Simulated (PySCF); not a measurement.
# Cost of excited-state runs on `S(C)C1=NC=CO1`, C4H5NOS

Molfile (atoms numbered from 1):
```
C4H5NOS
     RDKit          3D

 12 12  0  0  0  0  0  0  0  0999 V2000
    2.3513    0.3460   -0.2071 C   0  0  0  0  0  0  0  0  0  0  0  0
    1.5024   -1.2045    0.2053 S   0  0  0  0  0  0  0  0  0  0  0  0
   -0.1141   -0.5945    0.2268 C   0  0  0  0  0  0  0  0  0  0  0  0
   -0.4798    0.6307   -0.0035 N   0  0  0  0  0  0  0  0  0  0  0  0
   -1.8408    0.6107    0.1293 C   0  0  0  0  0  0  0  0  0  0  0  0
   -2.2347   -0.6485    0.4395 C   0  0  0  0  0  0  0  0  0  0  0  0
   -1.1258   -1.4311    0.5026 O   0  0  0  0  0  0  0  0  0  0  0  0
    3.4103    0.1175   -0.2583 H   0  0  0  0  0  0  0  0  0  0  0  0
    2.1490    1.0753    0.5695 H   0  0  0  0  0  0  0  0  0  0  0  0
    1.9850    0.7048   -1.1626 H   0  0  0  0  0  0  0  0  0  0  0  0
   -2.4198    1.4994   -0.0071 H   0  0  0  0  0  0  0  0  0  0  0  0
   -3.1820   -1.1065    0.6280 H   0  0  0  0  0  0  0  0  0  0  0  0
  1  2  1  0
  2  3  1  0
  3  4  2  0
  4  5  1  0
  5  6  2  0
  6  7  1  0
  7  3  1  0
  1  8  1  0
  1  9  1  0
  1 10  1  0
  5 11  1  0
  6 12  1  0
M  END
```

PySCF with density fitting, on 1 thread of an Arm Neoverse V1, shared host. Command: `OMP_NUM_THREADS=1 python excited_run.py task.json out`

Question: How long does each of these runs take, and how much memory?
- vibronic structure, revPBE/def2-SVP; Tamm-Dancoff
- vibronic structure, CAM-B3LYP/def2-SVP; full response

Answer: 
```csv
run,level,basis functions,wall time,peak memory (GiB)
vibronic structure,revPBE/def2-SVP,127,20 s,0.65
vibronic structure,CAM-B3LYP/def2-SVP,127,31 s,0.69
```
Times from a shared host are rough.
